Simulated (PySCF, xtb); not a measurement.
AlH2, SMILES [AlH2+], charge +1.

Harmonic wavenumbers (cm⁻¹) from GFN2-xTB run with xtb at its own minimum, in rising order: 521, 521, 1807, 1958.

**Question.** What does PBE-D3(BJ)/def2-TZVPD (PySCF) give at its own minimum? (An estimate is asked for; the answer gives what the named calculation found.)

**Answer.** 540, 540, 1941, 2041. Paired by order, the mean absolute difference is 64 cm⁻¹ and the zero-point energies are 6.9 and 7.2 kcal/mol.
